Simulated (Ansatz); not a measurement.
Geometry optimisation, RKS PBE0-D4/def2-SVP (Ansatz).

Input file:

```yaml
crystal:
  periodic: [false, false, false]
  atoms:
    - { symbol: B, position_ang: [-0.666925, -0.715787, -0.064133] }
    - { symbol: Si, position_ang: [1.290235, -0.628727, 0.216685] }
    - { symbol: O, position_ang: [-1.136994, -0.622521, -1.340095] }
    - { symbol: O, position_ang: [-1.582082, -0.958557, 0.918428] }
    - { symbol: H, position_ang: [0.940825, 2.050521, -0.13689] }
    - { symbol: S, position_ang: [-0.325484, 2.453202, 0.130858] }
    - { symbol: H, position_ang: [1.631165, -0.044909, 1.556243] }
    - { symbol: H, position_ang: [2.007208, 0.176076, -0.826104] }
    - { symbol: H, position_ang: [1.899801, -2.000947, 0.18202] }
    - { symbol: H, position_ang: [-2.093355, -0.76333, -1.364534] }
    - { symbol: H, position_ang: [-1.208332, -0.970265, 1.8035] }
    - { symbol: H, position_ang: [-0.756162, 2.025344, -1.075978] }
basis:
  gaussian: { orbitals: def2-SVP }
hamiltonian:
  xc: pbe0
  dispersion: d4
relax:
  f_tol: 0.03
  max_steps: 50
```

Launched with:

```bash
$ ansatz run input.yaml --threads 2 --pin off --max-ram 3072MiB --backend cpu --events-out ev --progress --plain --runs-dir out
```

Where does it end, and by what steps?

It converged. The force dipped under the threshold on the way, but the program's further checks kept it going. After 9 steps the energy has fallen by 0.077 eV; H5 moved furthest, 0.67 Å.

```csv
step,energy less start (eV),largest force component (eV/Å),accepted
0,0.0000,0.883,yes
1,-0.0548,0.406,yes
2,-0.0630,0.221,yes
3,-0.0682,0.340,yes
4,-0.0606,0.507,no
5,-0.0747,0.151,yes
6,-0.0760,0.021,yes
7,-0.0768,0.055,yes
8,-0.0770,0.032,yes
9,-0.0772,0.021,yes
```

```xyz
12
Properties=species:S:1:pos:R:3
B -0.693 -0.786 -0.045
Si 1.319 -0.720 0.265
O -1.157 -0.581 -1.310
O -1.613 -1.055 0.924
H 0.952 2.660 -0.407
S -0.322 2.622 0.037
H 1.641 -0.220 1.642
H 2.023 0.144 -0.732
H 1.914 -2.094 0.159
H -2.120 -0.668 -1.343
H -1.234 -1.142 1.803
H -0.712 1.839 -0.993
```

Whether the end is a true minimum wasn't checked by a vibrational analysis.

The run took 28 s on 2 threads of Arm Neoverse V2, with other jobs on the host, peak memory 0.26 GiB.
